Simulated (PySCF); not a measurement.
Species: C₇H₁₂Si.
Z-matrix (Å and degrees, PBE0-D3(BJ)/def2-SVP geometry), rows numbered from 1:
```
C 
C   1  1.5199
C   2  1.5302  1  112.97
C   3  1.4997  2  112.89  1   179.26
C   4  1.3542  3  125.68  2   107.49
Si  5  1.8675  4  107.76  3  -178.02
C   6  1.8744  5   92.46  4    -0.26
C   7  1.3482  6  106.48  5     0.13
H   1  1.1005  2  111.54  3   178.91
H   1  1.1016  2  111.25  3    58.77
H   1  1.1020  2  111.29  3   -60.89
H   2  1.1039  1  109.70  3   122.37
H   2  1.1030  1  110.20  3  -121.66
H   3  1.1018  2  109.54  1   -58.32
H   3  1.1058  2  108.85  1    57.93
H   5  1.0921  4  121.73  3     1.62
H   6  1.4967  5  114.22  4   117.32
H   6  1.4967  5  114.51  4  -117.68
H   7  1.0918  6  131.05  5  -179.28
H   8  1.0971  4  118.94  3    -2.30
```

Level: PBE0/pcSseg-1 and PBE0/def2-SVPD in PySCF, non-relativistic, on one gas-phase PBE0-D3(BJ)/def2-SVP geometry that isn't relaxed in the solvent. The solvent is an IEF-PCM continuum (Bondi radii, 1.10 Å for H, scaled by 1.2). Only the electrostatic response of the medium enters.

Gas phase at PBE0/pcSseg-1: HOMO -6.64 eV, LUMO -1.41 eV, dipole 1.09 D.

Question: What does the continuum do to the energy, the frontier levels and the dipole at PBE0/pcSseg-1 in acetone and acetonitrile?

Answer: 
| solvent | ε | E(solvent) − E(gas) (kcal/mol) | polarisation term (kcal/mol) | distortion of the solute (kcal/mol) | HOMO (eV) | LUMO (eV) | dipole (D) |
| --- | --- | --- | --- | --- | --- | --- | --- |
| acetone | 20.49 | -2.01 | -2.22 | 0.21 | -6.68 | -1.43 | 1.42 |
| acetonitrile | 35.69 | -2.09 | -2.32 | 0.23 | -6.68 | -1.44 | 1.44 |

The polarisation term is half the interaction of the solute with the surface charges that it induces; the rest is the cost of distorting the solute's density. The sum is the electrostatic part of solvation alone. From acetone to acetonitrile the lowering changes by a factor 1.04, Onsager's factor (ε − 1)/(2ε + 1) by 1.03 and ε itself by 1.7.

Question: Which radius a makes the point-dipole formula ΔE = −[(ε − 1)/(2ε + 1)]·μ²/a³ give the value in acetonitrile, with the gas-phase dipole?

Answer: μ = 0.428 au and |ΔE| = 0.00333 Eh give a = 1.58 Å; the farthest nucleus lies 4.38 Å from the centroid of the nuclei, so such a sphere wouldn't even hold the nuclei. The formula assumes a rigid point dipole at the centre of a sphere.

Question: Which Hirshfeld charges (PBE0/pcSseg-1) respond most in acetone (means over atoms taken as equivalent)?

Answer: 
```tsv
atoms	environment	gas (e)	solvent (e)	change
H20	vinylic hydrogen	+0.047	+0.054	+0.007
C5	alkene CH carbon	-0.159	-0.166	-0.007
C7	alkene CH carbon	-0.146	-0.152	-0.006
Si6	SiH2 silicon	+0.318	+0.313	-0.005
H19	vinylic hydrogen	+0.047	+0.051	+0.004
H16	vinylic hydrogen	+0.043	+0.046	+0.003
H14/H15	methylene hydrogen	+0.040	+0.044	+0.004
C4	fully substituted alkene carbon	+0.015	+0.013	-0.002
```

Question: Which Mayer bond orders change most in acetone?

Answer: 
| bond | length (Å) | gas | solvent | change |
| --- | --- | --- | --- | --- |
| C7–C8 | 1.348 | 1.846 | 1.835 | -0.011 |
| C4–C5 | 1.354 | 1.835 | 1.824 | -0.011 |
| C5–Si6 | 1.867 | 0.904 | 0.910 | +0.006 |
| Si6–C7 | 1.874 | 0.898 | 0.903 | +0.005 |
| C3–H15 | 1.106 | 0.931 | 0.927 | -0.004 |
| C3–H14 | 1.102 | 0.943 | 0.940 | -0.003 |
| C1–C2 | 1.520 | 1.065 | 1.067 | +0.002 |
| C3–C4 | 1.500 | 1.051 | 1.053 | +0.002 |

Gas phase at PBE0/def2-SVPD: HOMO -6.65 eV, LUMO -1.41 eV, dipole 1.21 D.

Question: What does the continuum do to the energy, the frontier levels and the dipole at PBE0/def2-SVPD in acetone?

Answer: 
```csv
solvent,ε,E(solvent) − E(gas) (kcal/mol),polarisation term (kcal/mol),distortion of the solute (kcal/mol),HOMO (eV),LUMO (eV),dipole (D)
acetone,20.49,-1.99,-2.25,0.26,-6.67,-1.42,1.62
```

Question: How does the static polarisability (PBE0/def2-SVPD, frozen core, with the continuum's full static response) change?

Answer: 
| medium | isotropic (au) | principal values (au) | ⟨r²⟩ of the electrons (bohr²) |
| --- | --- | --- | --- |
| gas | 109.8 | 83.6, 102.4, 143.5 | 1622.0 |
| acetone | 149.6 | 117.9, 145.5, 185.5 | 1621.6 |

The isotropic value in acetone is 1.36 times the gas-phase one; no cavity-field correction is applied. ⟨r²⟩ is taken about the centre of nuclear charge.
